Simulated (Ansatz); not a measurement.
Basis sets compared for the cluster KPt3. Total charge 0; doublet. Geometry r2SCAN-D4/def2-SVP. Ansatz on 4 threads of Arm Neoverse V2 on a shared host; times are rough, and most runs start from earlier orbitals.

Cartesian coordinates in Å:
```
K 0.704 -1.669 1.081
Pt -1.364 0.677 0.561
Pt -0.355 -0.271 -1.560
Pt 1.015 1.264 -0.082
```

In the def2 sets Pt takes a core potential; there is no spin–orbit coupling. At r2SCAN-D4/def2-TZVP, r2SCAN-D4/def2-TZVPD the charge 0 doublet is spin-contaminated (final ⟨S²⟩ up to 0.89, 0.75 for a pure state). The structure comes from a short search, and lower isomers may exist.

Binding counts from free atoms (K doublet, Pt triplet) in the same basis, without a counterpoise term.

| level | functions | energy (Eh) | HOMO (eV) | LUMO (eV) | binding per atom (eV) | wall time |
| --- | --- | --- | --- | --- | --- | --- |
| PBE-D4/def2-SVP | 120 | -957.8620 | -3.57 | -3.04 | 2.44 | 4.6 s |
| PBE-D4/def2-TZVP | 153 | -957.9645 | -3.57 | -3.08 | 2.51 | 6 s |
| r2SCAN-D4/def2-TZVP | 153 | -958.1498 | -3.68 | -2.86 | 2.46 | 35 s |
| PBE0-D4/def2-SVP | 120 | -957.7220 | -4.55 | -2.10 | 2.10 | 6.5 s |
| PBE0-D4/def2-TZVP | 153 | -957.8232 | -4.55 | -2.13 | 2.17 | 12 s |

(1) Estimate the rows for PBE-D4/def2-TZVPD, r2SCAN-D4/def2-TZVPD, PBE0-D4/def2-TZVPD.

Answers

(1) 
| level | functions | energy (Eh) | HOMO (eV) | LUMO (eV) | binding per atom (eV) | wall time |
| --- | --- | --- | --- | --- | --- | --- |
| PBE-D4/def2-TZVPD | 165 | -957.9651 | -3.58 | -3.10 | 2.51 | 6.5 s |
| r2SCAN-D4/def2-TZVPD | 165 | -958.1503 | -3.69 | -2.87 | 2.46 | 39 s |
| PBE0-D4/def2-TZVPD | 165 | -957.8238 | -4.56 | -2.15 | 2.18 | 13 s |
